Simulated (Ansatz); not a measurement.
Task: Name a neutral molecule of B, C, O, Si and H with LUMO energy (PBE0/def2-TZVPP) between 0.30 and 0.60 eV and HOMO–LUMO gap (PBE0/def2-TZVPP) between 9.10 and 9.40 eV (Ansatz, PBE0-D4/def2-TZVP geometry).

Result: `COBO[SiH3]` (0.44 eV, 9.14 eV). Other molecules can fit too; these were computed, each in one conformer that needn't be the lowest.
